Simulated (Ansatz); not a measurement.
```yaml
crystal:
  periodic: [false, false, false]
  atoms:
    - {symbol: Sn, position_ang: [0.864349, 1.534076, -1.288124]}
    - {symbol: Sn, position_ang: [-0.425342, -2.174733, -0.580481]}
    - {symbol: Sn, position_ang: [-0.421334, 1.230916, 2.602568]}
    - {symbol: Br, position_ang: [3.230404, 2.366594, -2.071545]}
    - {symbol: Br, position_ang: [0.245232, -1.179753, -2.964652]}
    - {symbol: Br, position_ang: [1.087822, -4.287428, -0.188085]}
    - {symbol: Br, position_ang: [-2.725191, -3.297750, -1.175538]}
    - {symbol: Br, position_ang: [1.827457, -0.396642, 0.467836]}
    - {symbol: Br, position_ang: [0.642233, 3.278060, 1.074880]}
    - {symbol: Br, position_ang: [-2.363119, 2.688365, 3.612191]}
    - {symbol: Br, position_ang: [-1.962521, 0.238315, 0.510950]}
basis:
  gaussian: {orbitals: def2-SVP, initial_orbitals: start.molden}
total_charge: -1
magnetization: {spin_polarized: true, initial_magnetization: 1}
hamiltonian: {xc: pbe0, dispersion: d4}
scf: {omitted_lower_state_checks: [starts]}
output: {orbitals: {seedname: orbitals}}
```

The file start.molden holds the orbitals of an earlier run on this structure, at another level or in another basis.

```sh
$ ansatz run in.yaml --threads 4 --pin off --events-out ev --progress --plain --max-ram 6963MiB
```

Problem. Does this run fit into the memory that it is given?

Solution. No. It has 334 basis functions, and Ansatz plans for 10 GiB where 7 GiB are given.
